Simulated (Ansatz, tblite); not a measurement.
Cost and result up the ladder for K4⁺ (the lowest doublet isomer of a short search) (4 atoms). Total charge 1; doublet. Geometry: B3LYP/def2-TZVP.

```csv
atom,x (Å),y (Å),z (Å)
K1,-0.724,-1.740,3.697
K2,0.917,1.622,0.890
K3,-1.017,-1.562,-0.901
K4,0.824,1.680,-3.686
```

Ansatz on 4 threads of Arm Neoverse V2 on a shared host; xTB runs through tblite on one thread. Times are rough, summed over both states, and most runs start from the orbitals of an earlier one. RPA@PBE/def2-TZVP serves as the yardstick here, not as an exact answer. The other state is a quartet at its own geometry, which has other bonds, so the gap mixes isomer and spin.

The xTB rows come from tblite. Correlated methods freeze 20 core orbitals; core or outer-core shells of K are correlated, in sets that lack core-valence functions. The structure comes from a short search, and lower isomers may exist.

Run but left out: HF/STO-3G, MP2/def2-TZVP, MP2/def2-TZVPP (doublet: ⟨S²⟩ 1.02 to 1.16, where a pure state has 0.75).

Correlated methods converge slowly with the basis.

xTB has no spin-polarisation term.

```json
{"level": "GFN1-xTB", "functions": "16", "wall time": "0.003 s", "quartet − doublet (eV)": "3.76", "difference from RPA@PBE/def2-TZVP (eV)": "3.12", "remarks": "–"}
{"level": "GFN2-xTB", "functions": "16", "wall time": "0.003 s", "quartet − doublet (eV)": "1.46", "difference from RPA@PBE/def2-TZVP (eV)": "0.83", "remarks": "–"}
{"level": "LDA (SPW92)/def2-TZVP", "functions": "132", "wall time": "3.5 s", "quartet − doublet (eV)": "0.83", "difference from RPA@PBE/def2-TZVP (eV)": "0.20", "remarks": "–"}
{"level": "PBE/def2-TZVP (with forces)", "functions": "132", "wall time": "7 s", "quartet − doublet (eV)": "0.80", "difference from RPA@PBE/def2-TZVP (eV)": "0.17", "remarks": "–"}
{"level": "revPBE/def2-TZVP", "functions": "132", "wall time": "8.4 s", "quartet − doublet (eV)": "0.76", "difference from RPA@PBE/def2-TZVP (eV)": "0.13", "remarks": "–"}
{"level": "RPA@PBE/def2-TZVP", "functions": "132", "wall time": "9.4 s", "quartet − doublet (eV)": "0.63", "difference from RPA@PBE/def2-TZVP (eV)": "0.00", "remarks": "–"}
{"level": "CAM-B3LYP/def2-TZVP", "functions": "132", "wall time": "11 s", "quartet − doublet (eV)": "0.77", "difference from RPA@PBE/def2-TZVP (eV)": "0.13", "remarks": "–"}
{"level": "PBE0/def2-TZVP", "functions": "132", "wall time": "12 s", "quartet − doublet (eV)": "0.74", "difference from RPA@PBE/def2-TZVP (eV)": "0.11", "remarks": "–"}
{"level": "r2SCAN/def2-TZVP", "functions": "132", "wall time": "21 s", "quartet − doublet (eV)": "0.56", "difference from RPA@PBE/def2-TZVP (eV)": "-0.07", "remarks": "spin-contaminated (⟨S²⟩ 0.85) (doublet)"}
{"level": "r2SCAN0/def2-TZVP", "functions": "132", "wall time": "31 s", "quartet − doublet (eV)": "0.60", "difference from RPA@PBE/def2-TZVP (eV)": "-0.03", "remarks": "spin-contaminated (⟨S²⟩ 0.86) (doublet)"}
{"level": "B97M-V/def2-TZVP", "functions": "132", "wall time": "38 s", "quartet − doublet (eV)": "0.82", "difference from RPA@PBE/def2-TZVP (eV)": "0.19", "remarks": "–"}
{"level": "CCSD(T)/def2-TZVPP", "functions": "132", "wall time": "100 s", "quartet − doublet (eV)": "0.64", "difference from RPA@PBE/def2-TZVP (eV)": "0.00", "remarks": "spin-contaminated (⟨S²⟩ 1.02) (doublet)"}
```
